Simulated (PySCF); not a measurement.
Ligand exchange on a metal centre used in film growth or etching (Cd OH-Br). Gas-phase values, no solvent. One relaxed conformer stands for each flexible species; it need not be the lowest.

Level of theory: PySCF 2.14.0 with B3LYP-D3(BJ)/def2-TZVP // r2SCAN-D4/def2-SVP. B3LYP has the VWN-RPA correlation part, as in Gaussian. 

```tsv
species	mean distance from the central atom to its bonded neighbours (Å)	charge on the central atom (Mulliken) (e)	LUMO (eV)	HOMO–LUMO gap (eV)
0 of 2 OH replaced by Br	1.961	0.88	-1.83	6.01
1 of 2 OH replaced by Br ([Cd(OH)(Br)])	2.184	0.80	-2.25	5.67
2 of 2 OH replaced by Br ([Cd(Br)2])	2.404	0.71	-2.63	5.50
```
